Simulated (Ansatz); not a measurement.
A search over several starts for the lowest SCF solution of the cluster TlF₂⁻ at the given spin, in a small basis.

```yaml
crystal:
  periodic: [false, false, false]
  atoms:
    - {symbol: Tl, position_ang: [-0.292882, 0.226289, -0.244083]}
    - {symbol: F, position_ang: [-1.691243, 1.332774, -1.402694]}
    - {symbol: F, position_ang: [1.984125, -1.559064, 1.646777]}
basis:
  gaussian: {orbitals: def2-SVP, initial_orbitals: start.molden}
total_charge: -1
magnetization: {spin_polarized: true, initial_magnetization: 4}
hamiltonian: {xc: pbe0, dispersion: d4}
output: {orbitals: {seedname: orbitals}}
```

The file start.molden holds the orbitals of an earlier run on this structure, at another level or in another basis.

```sh
$ ansatz run in.yaml --threads 4 --pin off --events-out ev --progress --plain --max-ram 3916MiB
```

It prints (some lines left out):

```
Functional definition: PBE0
610 factors; integrals over basis functions are off by at most 2.5e-4 eV
mean field evaluation 1: about -10111.9398 eV, gradient 3.0e1 eV
mean field evaluation 2: about -10112.4648 eV, gradient 7.2e-1 eV
mean field evaluation 4: about -10112.4996 eV, gradient 1.5e-2 eV
mean field evaluation 8: about -10112.4996 eV, gradient 8.7e-5 eV
mean field evaluation 16: about -10097.8082 eV, gradient 4.9e1 eV
mean field evaluation 32: about -10112.4996 eV, gradient 8.6e-6 eV
mean field evaluation 64: about -10112.4996 eV, gradient 4.4e-6 eV
mean field evaluation 96: about -10112.4970 eV, gradient 4.7e-2 eV
mean field -10112.49958695 eV, -371.6275053219 hartree, gradient 9.3e-6 eV, S^2 6.010155; 8 other end points of the search recorded, 0 dependent functions left out
reference -10112.49962048 eV, -371.6275065543 hartree; 22, 18 occupied and 32, 36 virtual orbitals, 610 factors
Total energy: -10112.53558090 eV, -371.6288280752 hartree
```

Hardware: 4 threads of Arm Neoverse V1 on a shared host. Wall time 6.5 s.

In the def2 sets Tl takes a core potential; there is no spin–orbit coupling. The highest occupied level of the charge -1 quintet lies above zero (up to 1.44 eV). It is a level of α spin, whose loss leaves a quartet; that state wasn't run at this geometry and level. The electron is either unbound and held by the finite basis, or the level is raised by self-interaction error. In the quintet geometry the species has come apart into loosely held pieces. At PBE0-D4/def2-TZVPD a singlet of charge -1 lies 9.08 eV below the quintet, each at its own geometry. The structure comes from a short search, and lower isomers may exist.
